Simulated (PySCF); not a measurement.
# How methods differ on the excitation energy of Tl

Tl [Xe] 4f14 5d10 6s2 6p1 (2P) → Tl [Xe] 4f14 5d10 6s2 7s1 (2S), as a difference of total energies. All numbers are calculated (PySCF 2.14, a scalar-relativistic core potential, in aug-cc-pVQZ-PP with ECP60MDF). Correlated levels: valence: 5s2 5p6 5d10 frozen. The calculations carry no spin-orbit coupling.

```json
{"method": "UHF", "excitation energy (eV)": "2.412", "error (eV)": "-0.227"}
{"method": "LDA", "excitation energy (eV)": "2.620", "error (eV)": "-0.019"}
{"method": "PBE", "excitation energy (eV)": "2.471", "error (eV)": "-0.168"}
{"method": "PBE0", "excitation energy (eV)": "2.529", "error (eV)": "-0.110"}
{"method": "r2SCAN", "excitation energy (eV)": "2.645", "error (eV)": "+0.006"}
{"method": "B97-3", "excitation energy (eV)": "2.507", "error (eV)": "-0.132"}
{"method": "wB97M-V", "excitation energy (eV)": "2.681", "error (eV)": "+0.042"}
{"method": "MN15", "excitation energy (eV)": "2.788", "error (eV)": "+0.149"}
{"method": "MP2 (valence)", "excitation energy (eV)": "2.492", "error (eV)": "-0.147"}
{"method": "SCS-MP2 (valence)", "excitation energy (eV)": "2.492", "error (eV)": "-0.147"}
```

Reference: 2.639 eV (measured; NIST levels, between the centres of gravity of the two terms).

Errors of the correlated levels include the incompleteness of this basis and the frozen core.
